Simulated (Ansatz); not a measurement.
Stepwise reaction of `[CH3][Al]([CH3])[F]` with hydrogen fluoride, as a gas-phase model of exchange steps in deposition or etching. ΔE in kJ/mol.

Program: Ansatz. Geometries: PBE0-D4/def2-TZVP. ΔE: electronic, gas phase. CCSD(T)/CBS adds triple-zeta CCSD(T) − MP2 to the extrapolated MP2 energy (def2 sets, frozen cores). This one scheme is used for every species. DFT in def2-TZVPP. B3LYP here is the variant with VWN-RPA as its local correlation; programs differ in this.

```
step                                                 reaction  PBE-D4  B3LYP-D4  ωB97M-V  CCSD(T)/CBS
   1  `[CH3][Al]([CH3])[F]` + H–F → `[CH3][Al]([F])[F]` + CH₄  -183.6    -196.9   -191.8       -191.9
   2      `[CH3][Al]([F])[F]` + H–F → `[F][Al]([F])[F]` + CH₄  -155.1    -168.7   -164.0       -167.7
```

(1) By hand: ΔE of the 2 steps together at CCSD(T)/CBS.

Answers

(1) (-191.9) + (-167.7) = -359.6 kJ/mol, or -179.8 kJ/mol a step.

In ΔE each step is higher than the one before. All are downhill at CCSD(T)/CBS. PBE-D4 differs from CCSD(T)/CBS by 8.3 to 12.6 kJ/mol a step. Isolated molecules leave out the surface, adducts and barriers. Largest T1 diagnostic: 0.013.
